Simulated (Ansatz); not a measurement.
F2Sn, singlet, geometry from GFN2-xTB (such geometries of metal compounds can be far from the true shape) (all electrons, no relativity); HF/STO-3G (Ansatz, a quantum-chemistry and plane-wave program).

Input for Ansatz:
Ansatz 0.2 input:
```yaml
crystal:
  periodic: [false, false, false]
  atoms:
    - {symbol: Sn, position_ang: [0.01449829, -0.00777246, 0.34340333]}
    - {symbol: F, position_ang: [0.74067978, 1.44200224, -0.95472046]}
    - {symbol: F, position_ang: [-0.82122585, -1.39882190, -0.95307583]}
basis:
  gaussian:
    orbitals: STO-3G
hamiltonian:
  xc: hf
```

The log (banner, timings and long lists left out):

```
Functional definition: HF
501 factors; integrals over basis functions are off by at most 3.0e-5 eV
mean field evaluation 1: about -167598.6050 eV, gradient 2.4e1 eV
mean field evaluation 2: about -167598.6849 eV, gradient 2.4e1 eV
mean field evaluation 4: about -167603.2897 eV, gradient 2.3e0 eV
mean field evaluation 8: about -167603.3668 eV, gradient 4.8e-4 eV
mean field -167603.36680141 eV, -6159.3101243096 hartree, gradient 9.1e-6 eV, S^2 0.000000; 0 other end points of the search recorded, 0 dependent functions left out
reference -167603.36680141 eV, -6159.3101243096 hartree; 34, 34 occupied and 3, 3 virtual orbitals, 501 factors
Total energy: -167603.36680141 eV, -6159.3101243096 hartree
```
